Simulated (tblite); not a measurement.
Species: 2-isopropenylnaphthalene, C13H12.
SMILES with atom numbers: `[CH2:1]=[C:2]([CH3:3])[c:4]1[cH:5][cH:6][c:7]2[cH:8][cH:9][cH:10][cH:11][c:12]2[cH:13]1` (hydrogens: H14, H15 on C1; H16, H17, H18 on C3; H19 on C5; H20 on C6; H21 on C8; H22 on C9; H23 on C10; H24 on C11; H25 on C13)

Geometry (GFN2-xTB, Å), atoms numbered from 1 in this order:
```xyz
25
C13H12 angstrom
C     -2.9459   -1.7053    0.0912
C     -2.5490   -0.4727    0.3894
C     -3.4936    0.5337    0.9809
C     -1.1664   -0.0270    0.1473
C     -0.9015    1.2907   -0.2895
C      0.3754    1.7140   -0.5193
C      1.4749    0.8538   -0.3170
C      2.8059    1.2594   -0.5431
C      3.8433    0.3935   -0.3365
C      3.5968   -0.9140    0.1119
C      2.3179   -1.3353    0.3441
C      1.2241   -0.4688    0.1330
C     -0.1046   -0.8771    0.3541
H     -3.9547   -2.0335    0.2774
H     -2.2891   -2.4234   -0.3686
H     -4.3846    0.0419    1.3633
H     -3.0133    1.0800    1.7909
H     -3.8050    1.2551    0.2255
H     -1.7264    1.9657   -0.4613
H      0.5619    2.7224   -0.8623
H      2.9912    2.2686   -0.8840
H      4.8612    0.7081   -0.5160
H      4.4290   -1.5842    0.2720
H      2.1231   -2.3402    0.6918
H     -0.2813   -1.8811    0.7127
```

Method: GFN2-xTB as coded in tblite; computed harmonic values from a numerical Hessian at the method's own geometry, unscaled. Errors from tens to a few hundred cm⁻¹ against measured bands are possible. One conformer, not necessarily the lowest.

Harmonic wavenumbers (cm⁻¹): 49.8, 76.3, 144.9, 165.4, 168.9, 205.6, 305.2, 340.1, 354.3, 403.1, 448.7, 470.6, 497.2, 503.0, 530.5, 586.2, 617.8, 670.4, 706.3, 726.7, 762.8, 802.6, 834.9, 857.8, 874.1, 882.2, 893.0, 913.4, 920.7, 922.7, 928.5, 958.4, 1021.1, 1038.4, 1079.0, 1123.4, 1149.6, 1179.7, 1181.4, 1215.6, 1232.4, 1261.6, 1294.4, 1333.9, 1371.2, 1396.9, 1401.3, 1416.3, 1429.3, 1458.0, 1483.1, 1488.3, 1504.8, 1562.1, 1604.0, 1611.3, 1692.1, 2999.5, 3024.0, 3042.0, 3063.9, 3066.3, 3068.1, 3076.6, 3078.2, 3087.7, 3091.3, 3105.2, 3129.9.

A = 2165, B = 489.7, C = 410.5 MHz; mass 168.094 u (most abundant isotopes); point group C1, symmetry number 1.

Question: What is the zero-point energy?

Answer: ½Σν̃ = 44442 cm⁻¹ = 531.64 kJ/mol.

Question: Entropy at 273.15 K, 1 bar (ideal gas, RRHO, classical rotation)?

Answer: Translation 170.95, rotation 128.53, vibration 116.75: S = 416.2 J/(mol K).

Question: And Cp and H(273.15 K) − H(0)?

Answer: Cp = 179.58 J/(mol K), of which vibrations give 146.32 (their classical limit is 69 R = 573.7); H(273.15 K) − H(0) = 27.11 kJ/mol without the zero-point energy, 18.03 from vibrations.

Question: Which modes carry the vibrational entropy at 273.15 K?

Answer: 49.8 cm⁻¹: 19.46; 76.3 cm⁻¹: 15.95; 144.9 cm⁻¹: 10.76; 165.4 cm⁻¹: 9.72; 168.9 cm⁻¹: 9.56; 205.6 cm⁻¹: 8.05 J/(mol K); the other 63 give 43.25 together.

Question: How do the functions run with temperature in this model?

Answer: 
```
 T (K)  S (J/(mol K))  Cp (J/(mol K))  H − H(0) (kJ/mol)  G − H(0) (kJ/mol)  ln q(vib)
    50          253.9            52.4               2.03             -10.66       0.43
   100          297.9            77.3               5.28             -24.52       1.49
298.15          432.7           195.8              31.81             -97.19       6.84
373.15          481.7           242.6              48.27            -131.48       9.11
   500          562.5           310.3              83.51            -197.75      13.13
   750          707.2           401.9             173.50            -356.91      21.18
  1000          831.3           459.0             281.63            -549.62      28.89
```

q(vib) and H(0) count from the zero-point level.

Question: What must be added to the electronic energy to get the Gibbs energy at 273.15 K and 1 bar?

Answer: ZPE + [H(273.15 K) − H(0)] − T·S = 531.64 + 27.11 − 113.69 = 445.06 kJ/mol.

Question: Blend soft modes into free rotors: weight 1/[1 + (100 cm⁻¹/ν̃)⁴] for the oscillator and the rest for a rotor with moment μB/(μ + B), μ = h/(8π²ν), B = 10⁻⁴⁴ kg m². What vibrational entropy results?

Answer: 109.57 J/(mol K) in place of 116.75, which changes −T·S at 273.15 K by +1.96 kJ/mol.

Hindered rotation and anharmonicity are outside this model. Other conformers, if any are populated, would add a mixing term that is left out. The structure is chiral; the term R ln 2 for an equal mix with its mirror image is left out.
